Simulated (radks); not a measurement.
Excited configurations of neutral dysprosium: one electron is placed in a higher orbital outside [Xe] 4f10 6s1. The ground configuration is [Xe] 4f10 6s2. All-electron calculation, scalar-relativistic Kohn-Sham, PBEsol, spin-polarised, spherical densities, point nucleus; open shells are filled with parallel spins first (spin-orbit coupling, left out, can overturn this in heavy ions). Program: a radial shooting solver on a logarithmic mesh with Libxc functionals. Excitation = E - E(ground); binding = E(ion) - E, where the ion is the core of charge +1; n* = 1/sqrt(2 binding) in atomic units, and the quantum defect is n - n*.

| outer orbital | excitation (eV) | binding (eV) | n* | quantum defect | eigenvalue (eV) |
|---|---|---|---|---|---|
| 5d | 1.949 | 3.990 | 1.846 | 3.154 | -1.163 |
| 5f | 4.980 | 0.960 | 3.765 | 1.235 | -0.460 |
| 6p | 2.077 | 3.862 | 1.877 | 4.123 | -2.055 |
| 6f | 5.265 | 0.674 | 4.491 | 1.509 | -0.390 |
| 7p | 4.267 | 1.673 | 2.852 | 4.148 | -1.002 |
| 7d | 4.982 | 0.957 | 3.770 | 3.230 | -0.558 |
| 7f | 5.442 | 0.497 | 5.230 | 1.770 | -0.308 |

The Delta-SCF ionisation energy is 5.939 eV (NIST Atomic Spectra Database: 5.939 eV, measured). Self-interaction in the functional shifts the binding energies and quantum defects, so they are the method's values and not measured ones. Open shells are spherical and high-spin; term and fine-structure splittings are not resolved. Spin-orbit splitting is averaged out at the scalar-relativistic level.
